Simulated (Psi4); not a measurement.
Intermolecular potential of C2H6O ··· COS (SMILES COC and O=C=S). Monomers: optimised at B3LYP-D3(BJ) (def2-TZVP), held rigid. Orientation: lowest of the rigid-body minima from ten starts at GFN2-xTB. Only R, the distance of the centres of mass, is varied, so the lowest point isn't the relaxed dimer.

Level of theory: Psi4 1.11 with SAPT0/jun-cc-pVDZ, frozen core.

Components in kcal/mol:

| R / Å | electrostatics | exchange | induction | dispersion | total |
|---|---|---|---|---|---|
| 2.73 | -24.27 | 47.38 | -6.15 | -9.35 | 7.61 |
| 2.89 | -15.53 | 28.00 | -3.61 | -6.87 | 1.99 |
| 3.11 | -8.63 | 13.46 | -1.80 | -4.58 | -1.55 |
| 3.31 | -5.22 | 6.87 | -0.98 | -3.22 | -2.57 |
| 3.53 | -3.13 | 3.25 | -0.53 | -2.23 | -2.63 |
| 3.70 | -2.18 | 1.82 | -0.33 | -1.69 | -2.38 |
| 3.99 | -1.26 | 0.68 | -0.17 | -1.08 | -1.83 |
| 4.29 | -0.77 | 0.24 | -0.09 | -0.69 | -1.31 |
| 4.80 | -0.38 | 0.04 | -0.04 | -0.35 | -0.73 |
| 5.51 | -0.17 | 0.00 | -0.01 | -0.15 | -0.33 |
| 6.49 | -0.07 | 0.00 | 0.00 | -0.06 | -0.13 |
| 7.84 | -0.02 | 0.00 | 0.00 | -0.02 | -0.04 |
